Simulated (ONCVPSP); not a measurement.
## Before and after: ONCV potential for Ga

| Property | Result |
| --- | --- |
| Element | Ga |
| Generator | ONCVPSP 4.0.1 |
| Type | optimised norm-conserving Vanderbilt (ONCV) |
| Functional | PBE |
| Relativity | fully relativistic |
| Frozen core | [Ne] |
| Valence charge | 21 |
| Reference configuration | 3s2 3p6 3d10 4s2 (charge +1) |
| Partial waves | 3s+4s: rc 1.00 bohr, ncon 4, nbas 8, qcut 10.5 1/bohr, 2 projectors; 3p: rc 0.70 bohr, ncon 4, nbas 7, qcut 13.5 1/bohr, 3 projectors, debl 1.7 Ha; 3d: rc 1.35 bohr, ncon 3, nbas 8, qcut 10.2 1/bohr, 1 projector |
| Local potential | polynomial inside 0.65 bohr (lpopt 5, dvloc0 6 Ha) |
| Core correction | none |

Open shells are filled in proportion to 2j + 1.

In the p channel the program set the typed energies aside and used -3.893, 0.250, 1.950 Ha (j = l + 1/2; the other j can differ).

Change: all radii scaled by about 1.30 (s 1.30, p 0.90, d 1.76 bohr); local potential polynomial inside 0.84 bohr (lpopt 5, dvloc0 6 Ha).

Cutoffs: the cutoffs (Ha) at which the residual kinetic energy of the hardest occupied pseudo-wave falls to 1 and 0.1 mHa per electron; they do not see the model core or the augmentation charge, which bear on the density cutoff. Errors are all-electron minus pseudo energies relative to the spin-unpolarised reference configuration.

Question: Predict the effect on cutoff, ghosts and configuration errors.

Answer: The potential gets softer (85 Ha and 257 Ha → 56 Ha and 66 Ha); the miss of the reference levels goes from 0.00 to 0.76 eV; of the 4 tests that both files solve, the error grows in 4 and shrinks in 0 by more than 15 % and 0.3 meV (median size 1.4 → 35.0 meV); neither file shows a bound ghost. A larger radius leaves more room for a smooth pseudo-wave, so fewer plane waves are needed. More of the atom is replaced by a form fitted at one configuration, so other configurations suffer.

```tsv
quantity	base	changed
cutoff, loose	85 Ha	56 Ha
cutoff, tight	257 Ha	66 Ha
loose cutoff by channel	s 46 Ha, p 85 Ha, d 46 Ha	s 22 Ha, p 56 Ha, d 38 Ha
bound ghosts	none	none
GHOST(+) flags under 300 eV	none	none
largest miss of a reference level, eV	0.00	0.76
error for 3s2 3p6 3d10 4s2 4p1, meV [ΔE -5.69 eV]	-0.2	+8.7
error for 3s2 3p6 3d10 4s1, meV [ΔE 21.13 eV]	+0.7	-8.2
error for 3s2 3p6 3d10 4s0, meV [ΔE 52.40 eV]	-2.0	-61
error for 3s2 3p6 3d9 4s0, meV [ΔE 116.28 eV]	+13	+80
```
